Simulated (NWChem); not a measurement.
Molecule: C$_{3}$H$_{2}$BF$_{3}$; SMILES C#C[C@@H](F)B(F)F

```xyz
9

C      1.0282    -2.3517     0.5475
C      0.3706    -1.4813     0.0298
C     -0.3991    -0.3923    -0.5685
F     -1.7559    -0.5005    -0.2420
B      0.1725     0.9964    -0.0463
F      1.3506     1.4209    -0.4707
F     -0.5005     1.7399     0.8066
H      1.6047    -3.1283     0.9974
H     -0.3147    -0.4451    -1.6644
```
Atoms are numbered in this order, from 1.

All runs: NWChem. Coordinates come from a B3LYP/6-31G* (spherical d) optimisation. B3LYP is NWChem's, with the RPA form of VWN correlation. Total energies of different functionals are on different scales.

| level | energy (Ha) | highest occupied level (eV) | orbital gap (eV) | dipole (D) | relative time |
|---|---|---|---|---|---|
| PBE/def2-TZVP | -439.6558 | -7.02 | 5.26 | 1.63 | 1 |
| B3LYP/def2-TZVP | -440.1362 | -8.10 | 7.11 | 1.77 | 1 |
| PBE0/def2-TZVP | -439.6652 | -8.33 | 7.58 | 1.76 | 1 |
| CAM-B3LYP/def2-TZVP | -439.9865 | -9.72 | 10.10 | 1.82 | 10 |
| PW6B95/def2-TZVP | -440.6296 | -8.43 | 7.70 | 1.80 | 1 |

Relative times are rough (shared machine, one core).
